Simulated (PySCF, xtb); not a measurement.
Bi(F)2(SiH3) (BiF2H3Si), SMILES [SiH3][Bi]([F])[F].

Harmonic wavenumbers (cm⁻¹) from GFN2-xTB (xtb 6.7.1) at its own minimum, in rising order: 35, 109, 122, 138, 373, 392, 403, 445, 448, 756, 778, 784, 2271, 2293, 2392.

### Question
What does B3LYP-D3(BJ)/def2-SVP (PySCF) give at its own minimum? (An estimate is asked for; the answer gives what the named calculation found.)

### Answer
71, 103, 104, 169, 267, 444, 452, 564, 570, 840, 933, 937, 2201, 2217, 2247. Paired by order, the mean absolute difference is 81 cm⁻¹ and the zero-point energies are 16.8 and 17.3 kcal/mol.
